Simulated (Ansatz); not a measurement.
`NB(F)[TeH]` + `BC=O` → `O=CB[TeH]` + `NBF` at 400 K and 1 bar (formal exchange of groups at a Te–B bond).

Calculated with Ansatz (gas phase, PBE0-D4/def2-TZVP geometries, no zero-point term in ΔE). CCSD(T)/CBS adds triple-zeta CCSD(T) − MP2 to the extrapolated MP2 energy (def2 sets, frozen cores). This one scheme is used for every species. def2 core potentials past Kr. For Te outer-core shells are correlated without core-valence functions, which leaves a few kJ/mol of doubt a bond. One conformer a species, not always the lowest.

```
     species  CCSD(T)/CBS energy (Eh)  H − E (kJ/mol)  S (J/(mol·K))
`NB(F)[TeH]`               -448.93912           133.7          349.3
      `BC=O`               -139.76288           119.8          286.1
 `O=CB[TeH]`               -407.52349           124.8          357.9
       `NBF`               -181.19761           130.1          274.9
```

H − E and S are ideal-gas, rigid-rotor, harmonic terms from PBE0-D4/def2-TZVP, for one conformer and one mirror image of each species. 1 Eh = 2625.50 kJ/mol, R = 8.31446 J/(mol·K).

Problem. By hand: ΔE, ΔH, ΔS and ΔG.

Solution. ΔE = (-407.52349) + (-181.19761) − (-448.93912) − (-139.76288) = -0.01910 Eh = -50.1 kJ/mol. Δ(H − E) = 124.8 + 130.1 − 133.7 − 119.8 = 1.4, so ΔH = -48.7 kJ/mol. ΔS = 357.9 + 274.9 − 349.3 − 286.1 = -2.6 J/(mol·K). ΔG = -48.7 − 400 × (-2.6)/1000 = -47.7 kJ/mol.

Problem. By hand: the equilibrium constant, and the temperature at which ΔG would vanish if ΔH and ΔS stayed fixed.

Solution. log₁₀ K = −ΔG/(RT ln 10) = 6.2. ΔG = 0 at ΔH/ΔS = 18731 K, far beyond where these terms or the molecules hold.

The number of gas molecules stays the same, so ΔS is small and ΔH decides. A doubt of 5 kJ/mol in ΔE shifts log₁₀ K by 0.7 here. Other conformers and mirror images would add mixing entropy, several J/(mol·K) or more a flexible species. Modes under 60 cm⁻¹, often nearly free rotors, make the harmonic entropy too high. These are equilibria of isolated gas molecules and say nothing of rates. Largest T1 diagnostic: 0.021 (customary marks: 0.02 for closed shells, 0.045 for open ones).
